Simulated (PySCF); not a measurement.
Constitutional and geometric isomers with formula C5H4O. Gas-phase values, no solvent. One relaxed conformer stands for each flexible species; it need not be the lowest. Strings in code marks are SMILES.

Calculation: ωB97X-D3(BJ)/def2-TZVP // PBE0-D3(BJ)/def2-TZVP (PySCF). All candidates: neutral, multiplicity 1. Excitations are Tamm–Dancoff values on a coarser integration grid. The basis has no diffuse functions, so Rydberg states are missing or too high.

* **HOMO**: -7.43 eV
* **T1 excitation (TDA)**: 2.15 eV
* **S1 excitation (TDA)**: 2.53 eV

Task: Say which member has these values.
A. `CC1=CC1=C=O`
B. `C#CC1=C[C@@H]1O`
C. `C#CC(=C)C=O`
D. `C#C/C=C1/CO1`

Result: A, `CC1=CC1=C=O`. The others give `C#C/C=C1/CO1`: -8.85 eV, 3.79 eV, 5.99 eV; `C#CC(=C)C=O`: -9.88 eV, 3.14 eV, 3.86 eV; `C#CC1=C[C@@H]1O`: -9.59 eV, 3.71 eV, 4.68 eV
